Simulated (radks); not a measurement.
Problem. Excited configurations of Ga: one electron is placed in a higher orbital outside [Ar] 3d10 4s2. The ground configuration is [Ar] 3d10 4s2 4p1. Method: scalar-relativistic Kohn-Sham, PBE, spin-polarised, spherical densities, finite nucleus; open shells are filled with parallel spins first; Fermi nuclear charge, rms radius 3.9973 fm; computed with a radial shooting solver on a logarithmic mesh with Libxc functionals. Excitation = E - E(ground); binding = E(ion) - E, where the ion is the core of charge +1; n* = 1/sqrt(2 binding) in atomic units, and the quantum defect is n - n*.

| outer orbital | excitation (eV) | binding (eV) | n* | quantum defect | eigenvalue (eV) | <r> (bohr) |
|---|---|---|---|---|---|---|
| 4d | 4.130 | 1.742 | 2.794 | 1.206 | -0.786 | 9.268 |
| 5s | 2.799 | 3.074 | 2.104 | 2.896 | -1.871 | 7.122 |
| 5p | 3.719 | 2.153 | 2.514 | 2.486 | -1.247 | 9.344 |
| 5d | 4.748 | 1.125 | 3.478 | 1.522 | -0.635 | 17.35 |
| 6s | 4.302 | 1.571 | 2.943 | 3.057 | -0.983 | 14.34 |
| 6f | 5.383 | 0.489 | 5.273 | 0.727 | -0.320 | 42.58 |
| 7s | 4.913 | 0.959 | 3.766 | 3.234 | -0.634 | 23.86 |
| 7p | 5.091 | 0.782 | 4.171 | 2.829 | -0.514 | 28.77 |

Estimate the row for 5f.

Solution. excitation (eV) 5.201; binding (eV) 0.671; n* 4.502; quantum defect 0.498; eigenvalue (eV) -0.405; <r> (bohr) 28.35. The Delta-SCF ionisation energy is 5.873 eV (NIST Atomic Spectra Database: 5.999 eV, measured). Self-interaction in the functional shifts the binding energies and quantum defects, so they are the method's values and not measured ones. Open shells are spherical and high-spin; term and fine-structure splittings are not resolved.
